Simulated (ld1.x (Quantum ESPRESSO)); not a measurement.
**Building the TM potential for Rh (Z = 45) (LDA (PZ), non-relativistic).**

Input for ld1.x (Quantum ESPRESSO) 7.5:

```
&input
   title='Rh', zed=45., rel=0, dft='PZ', iswitch=3,
   config='[Kr] 4d8.5 5s0.5 5p0',
   nld=3, rlderiv=1.55, eminld=-8.0, emaxld=5.0, deld=0.04
 /
 &inputp
   pseudotype=2, tm=.true., lloc=0,
   nlcc=.true., new_core_ps=.true., rcore=1.00,
   file_pseudopw='Rh.UPF', file_wfcaegen='ae.wfc', file_wfcncgen='nc.wfc', file_beta='beta', file_chi='chi'
 /
3
4P  2  1   6.00   0.00  1.10  1.10  0.0
4D  3  2   8.50   0.00  1.30  1.30  0.0
4S  1  0   2.00   0.00  1.40  1.40  0.0
 &test
   configts(1)='4s2 4p6 4d8.5 5s0.5 5p0'
 /
```

Command:

```bash
ld1.x < Rh.in > Rh.out
```

Resulting log (shortened: banner, matrices, multipoles, cross overlaps and the repeated all-electron block are left out):

```
Program LD1 v.7.5
     --------------------------- All-electron run ----------------------------

     Rh

     atomic number is 45.00
     dft =PZ   lsd =0 sic =0 latt =0  beta=0.20 tr2=1.0E-14
     Exchange-correlation= PZ
                           (   1   1   0   0   0   0   0)
     mesh =1233 r(mesh) =  98.82371 a.u. xmin = -7.00 dx = 0.01250
     1 Ry =  13.60569312 eV

     n l     nl                  e(Ry)          e(Ha)          e(eV)
     1 0     1S 1( 2.00)     -1642.1455      -821.0727    -22342.5275
     2 0     2S 1( 2.00)      -233.4787      -116.7393     -3176.6390
     2 1     2P 1( 6.00)      -216.5807      -108.2904     -2946.7310
     3 0     3S 1( 2.00)       -41.3966       -20.6983      -563.2298
     3 1     3P 1( 6.00)       -34.6960       -17.3480      -472.0633
     4 0     4S 1( 2.00)        -5.5233        -2.7617       -75.1484
     4 1     4P 1( 6.00)        -3.4890        -1.7445       -47.4708
     3 2     3D 1(10.00)       -22.2994       -11.1497      -303.3995
     4 2     4D 1( 8.50)        -0.3786        -0.1893        -5.1512
     5 0     5S 1( 0.50)        -0.2714        -0.1357        -3.6928
     5 1     5P 1( 0.00)        -0.0514        -0.0257        -0.6989

     final scf error:  6.6E-15 reached in  34 iterations

     Etot =   -9366.630386 Ry,   -4683.315193 Ha, -127439.498633 eV

     Ekin =    9360.604647 Ry,    4680.302324 Ha,  127357.514278 eV
     Encl =  -22316.687778 Ry,  -11158.343889 Ha, -303634.005428 eV
     Eh   =    3852.159793 Ry,    1926.079897 Ha,   52411.304006 eV
     Exc  =    -262.707049 Ry,    -131.353524 Ha,   -3574.311489 eV

     normalization and overlap integrals

     s(1S/1S) =  1.000000  <r> =   0.0339  <r2> =    0.0015  r(max) =   0.0225
     s(2S/2S) =  1.000000  <r> =   0.1474  <r2> =    0.0255  r(max) =   0.1247
     s(2P/2P) =  1.000000  <r> =   0.1260  <r2> =    0.0193  r(max) =   0.0984
     s(3S/3S) =  1.000000  <r> =   0.4038  <r2> =    0.1864  r(max) =   0.3654
     s(3P/3P) =  1.000000  <r> =   0.3964  <r2> =    0.1825  r(max) =   0.3520
     s(4S/4S) =  1.000000  <r> =   1.0106  <r2> =    1.1595  r(max) =   0.9101
     s(4P/4P) =  1.000000  <r> =   1.0970  <r2> =    1.3834  r(max) =   0.9568
     s(3D/3D) =  1.000000  <r> =   0.3702  <r2> =    0.1637  r(max) =   0.2918
     s(4D/4D) =  1.000000  <r> =   1.6237  <r2> =    3.3392  r(max) =   1.1398
     s(5S/5S) =  1.000000  <r> =   3.5081  <r2> =   14.3123  r(max) =   2.8034
     s(5P/5P) =  1.000000  <r> =   5.5024  <r2> =   36.8431  r(max) =   4.0789

     ------------------------ End of All-electron run ------------------------

     --------------------- Generating NC pseudopotential ---------------------

      Generating local pot.: lloc=0, matching radius rcloc =   1.4000

      Computing core charge for nlcc:

       r > 1.01 : true rho core
      Core charge pseudized with two Bessel functions
      Integrated core pseudo-charge :   3.40

      Wfc   4P  rcut= 1.098  Using Troullier-Martins method

      Wfc   4D  rcut= 1.308  Using Troullier-Martins method

     ------------------- End of pseudopotential generation -------------------

     Computing logarithmic derivative in   1.54822
     Computing logarithmic derivative in   1.54822
     Computing the partial wave expansion
       no projector for channel:   0
     R is outside the sphere for l=    1 j= 0.00
     R is outside the sphere for l=    2 j= 0.00

     ---------------------- Testing the pseudopotential ----------------------

     Rh

     atomic number is 45.00   valence charge is 17.00
     dft =PZ   lsd =0 sic =0 latt =0  beta=0.20 tr2=1.0E-14
     mesh =1233 r(mesh) =  98.82371 xmin = -7.00 dx = 0.01250

     n l     nl             e AE (Ry)        e PS (Ry)    De AE-PS (Ry)
     1 0     4S   1( 2.00)       -5.52330       -5.52330       -0.00000
     2 1     4P   1( 6.00)       -3.48904       -3.48904       -0.00000
     3 2     4D   1( 8.50)       -0.37861       -0.37861       -0.00000
     2 0     5S   1( 0.50)       -0.27142       -0.30189        0.03047  !
     3 1     5P   1( 0.00)       -0.05137       -0.05433        0.00297

     eps = 6.8E-15  iter = 15

     Etot =   -9366.630386 Ry,   -4683.315193 Ha, -127439.498633 eV
     Etotps =  -225.364854 Ry,    -112.682427 Ha,   -3066.245046 eV

     Ekin =      78.150805 Ry,      39.075402 Ha,    1063.295870 eV
     Encl =    -454.411136 Ry,    -227.205568 Ha,   -6182.578473 eV
     Ehrt =     190.643780 Ry,      95.321890 Ha,    2593.840771 eV
     Ecxc =     -29.796179 Ry,     -14.898090 Ha,    -405.397674 eV
     (Ecc =      -5.387913 Ry,      -2.693956 Ha,     -73.306289 eV)
     Epseu=      -9.952124 Ry,      -4.976062 Ha,    -135.405540 eV

     ---------------------- End of pseudopotential test ----------------------
```

The potential misses its own reference levels by up to 0.4 eV. ld1.x takes every shell without a wave as core, so the model core holds the 5s electrons as well and exchange and correlation see them twice. This cancels in the reference configuration, but the file is broken for other ones, and its errors say nothing about a proper core correction.

Generation and configuration tests took about 1.7 s on one core of a shared server CPU.
